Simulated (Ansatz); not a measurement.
Mg₄Te₃⁺, relaxed as a doublet with UKS r2SCAN-D4/def2-SVP in Ansatz, starting from the GFN1-xTB geometry. Force threshold 0.02 eV/Å.

In the def2 sets Te takes a core potential; there is no spin–orbit coupling. Another isomer (doublet) lies 0.48 eV lower at PBE0-D4/def2-TZVP; other spin states weren't run for this one.

Start:

```csv
atom,x (Å),y (Å),z (Å)
Mg1,-0.134,1.511,0.351
Mg2,2.806,-0.532,0.665
Mg3,-0.108,-0.542,-1.463
Mg4,-2.374,-1.162,1.283
Te5,-2.412,0.684,-0.819
Te6,0.296,-1.164,1.328
Te7,1.928,1.206,-1.346
```

(1) Estimate the energy that the relaxation releases and the steps that it takes.

(2) Does the start keep its bonding and symmetry?

(3) Predict the relaxed structure.

Answers

(1) 0.50 eV, in 6 steps; 54 s on 4 threads of Arm Neoverse V1 on a shared host. No frequencies were taken in this run, so the end may be a saddle point.

(2) By distances, no bond broke or formed. The bond that changes most is Mg4–Te6, from 2.67 to 2.82 Å (atoms count from 1). Point group C2v at the start, C2v at the end, both within 0.05 Å.

(3) 
```xyz
7

Mg   -0.1069    1.3993    0.5130
Mg    2.7763   -0.3933    0.4955
Mg   -0.0753   -0.6910   -1.3227
Mg   -2.4135   -1.0176    1.1170
Te   -2.4293    0.7717   -0.9204
Te    0.3501   -1.3612    1.5562
Te    1.8986    1.2921   -1.4387
```
Bond lengths (bridged metal pairs left out): 10 × Mg–Te 2.71 to 2.99 Å.
